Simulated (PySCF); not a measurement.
Stepwise substitution at one centre (Si SH-H). Isolated molecules, 0 K electronic values unless said otherwise. One relaxed conformer stands for each flexible species; it need not be the lowest. Strings in code marks are SMILES.

The S1–T1 gap (TDA) from two functionals at the same geometries (PBE0-D3(BJ)/def2-TZVP), both in PySCF: PBE-D3(BJ)/def2-TZVP and PBE0-D3(BJ)/def2-TZVP. Excitations are Tamm–Dancoff values on a coarser integration grid. The basis has no diffuse functions, so Rydberg states are missing or too high.

| species | PBE0-D3(BJ)/def2-TZVP (eV) |
|---|---|
| 0 of 4 SH replaced by H (`S[Si](S)(S)S`) | 0.47 |
| 1 of 4 SH replaced by H | 0.52 |
| 2 of 4 SH replaced by H (`S[SiH2]S` (H–S–Si–S torsion 56°, S–Si–S–H torsion 56°)) | 0.51 |
| 3 of 4 SH replaced by H | 0.55 |

**Question.** What does PBE-D3(BJ)/def2-TZVP give for each?

**Answer.** 
- 0 of 4 SH replaced by H (`S[Si](S)(S)S`): 0.27
- 1 of 4 SH replaced by H: 0.29
- 2 of 4 SH replaced by H (`S[SiH2]S` (H–S–Si–S torsion 56°, S–Si–S–H torsion 56°)): 0.37
- 3 of 4 SH replaced by H: 0.37
Over these rows, drawn at random from the members with no instability flagged (it was tested for open shells, ions and some series alone), PBE minus PBE0-D3(BJ): mean -0.19 eV, from -0.23 eV to -0.13 eV.
